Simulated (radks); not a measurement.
Results of a calculation; reference values are marked as such.
Problem. All-electron atom: the molybdenum ion Mo+ in [Kr] 4d5. Level of theory: scalar-relativistic Kohn-Sham, r2SCAN, spin-polarised, spherical densities, finite nucleus; open shells are filled with parallel spins first (spin-orbit coupling, left out, can overturn this in heavy ions); meta-GGA in the generalised Kohn-Sham scheme; Fermi nuclear charge, rms radius 4.4091 fm (a radial shooting solver on a logarithmic mesh with Libxc functionals). Some entries of the table are withheld. Estimate them.

orbital  occ.  eigenvalue (eV)  <r^2> (bohr^2)  r(max) (bohr)
1s down     1        -19871.79        0.001670        0.02287
1s up       1        -19871.75        0.001670        0.02287
2s up       1        -2824.059         0.02783         0.1295
2s down     1        -2823.331         0.02782         0.1295
2p up       3        -2522.644         0.02193         0.1036
2p down     3        -2522.127         0.02193         0.1036
3s up       1        -490.9470          0.2096         0.3829
3s down     1        -490.7291          0.2097         0.3831
3p up       3        -391.2629          0.2151         0.3768
3p down     3        -390.9741          0.2151         0.3769
3d up       5        -229.6626          0.2075         0.3234
3d down     5        -229.0876          0.2073         0.3237
4s up       1         -73.7879           1.420         0.9965
4s down     1         -70.3470           1.390         0.9866
4p up       3         -47.4945           1.792          1.080
4p down     3         -43.5372           1.740          1.068
4d up       5         -11.5885           4.131            (1)

Solution. 
(1) 4d up r(max) (bohr): 1.385
